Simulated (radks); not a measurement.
Species: Pm III. Configuration: [Xe] 4f4.5 6p0.5 (fractional occupations, a model configuration). Calculated with a radial shooting solver on a logarithmic mesh with Libxc functionals: scalar-relativistic Kohn-Sham, LDA (Slater exchange, Perdew-Wang correlation), spin-unpolarised, spherical densities, point nucleus.

Unscreened Slater integrals over Kohn-Sham orbitals (hartree).

| integral | value |
|---|---|
| F0(6p,6p) | 0.21051 |
| F2(6p,6p) | 0.11577 |
| F0(6p,4f) | 0.27586 |
| F2(6p,4f) | 0.041241 |
| G2(6p,4f) | 0.011515 |
| G4(6p,4f) | 0.010424 |
| F0(6p,5p) | 0.26399 |
| F2(6p,5p) | 0.067475 |
| G0(6p,5p) | 0.013460 |
| G2(6p,5p) | 0.018287 |
| F0(6p,5s) | 0.26813 |
| G1(6p,5s) | 0.022050 |
| F0(4f,4f) | 0.95444 |
| F2(4f,4f) | 0.44154 |
| F4(4f,4f) | 0.27465 |
| F6(4f,4f) | 0.19692 |
| F0(4f,5p) | 0.64288 |
| F2(4f,5p) | 0.23424 |
| G2(4f,5p) | 0.13420 |
| G4(4f,5p) | 0.10135 |
| F0(4f,5s) | 0.71849 |
| G3(4f,5s) | 0.15079 |
| F0(5p,5p) | 0.54552 |
| F2(5p,5p) | 0.29389 |
| F0(5p,5s) | 0.58323 |
| G1(5p,5s) | 0.38984 |
| F0(5s,5s) | 0.63244 |

Derived for the open shells (J is the average intra-shell exchange parameter used in DFT+U). 4f: F4/F2 = 0.622, F6/F2 = 0.446, J = (286 F2 + 195 F4 + 250 F6)/6435 = 0.03560 hartree. 6p: J = F2/5 = 0.02315 hartree.
